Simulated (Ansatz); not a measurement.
Start from `BC(=O)O` and change one atom or group to get `O=C(O)O`.

Ansatz, PBE0-D4/def2-TZVP geometries, multiplicity 1. Each molecule was computed in one conformer, which needn't be the lowest.

```csv
property,`BC(=O)O`
HOMO–LUMO gap (PBE/def2-TZVPP) / eV,3.84
LUMO energy (PBE/def2-TZVPP) / eV,-2.99
HOMO–LUMO gap (PBE0/def2-TZVPP) / eV,6.28
HOMO–LUMO gap (B3LYP/def2-TZVPP) / eV,5.82
size of the dipole moment (ωB97M-V/def2-TZVPP) / D,1.53
HOMO–LUMO gap (ωB97M-V/def2-TZVPP) / eV,10.63
```

Task: What does the change do to each property? (An estimate is asked.)

Result: Computed: 
```
                                          property  `O=C(O)O`  shift
               HOMO–LUMO gap (PBE/def2-TZVPP) / eV       6.65   2.81
                 LUMO energy (PBE/def2-TZVPP) / eV      -0.28   2.71
              HOMO–LUMO gap (PBE0/def2-TZVPP) / eV       9.34   3.06
             HOMO–LUMO gap (B3LYP/def2-TZVPP) / eV       8.65   2.83
size of the dipole moment (ωB97M-V/def2-TZVPP) / D       0.29  -1.24
           HOMO–LUMO gap (ωB97M-V/def2-TZVPP) / eV      13.27   2.64
```

With PBE0 the HOMO falls by 0.44 eV and the LUMO rises by 2.61 eV, so the gap widens by about 3.05 eV. PBE moves the HOMO by -0.10 eV and ωB97M-V by -0.54 eV. The zero-point energy changes by -11.1 kJ/mol with -3 modes. Dipoles are sizes alone; their direction can turn.

B3LYP here is the variant with VWN-RPA as its local correlation; programs differ in this.
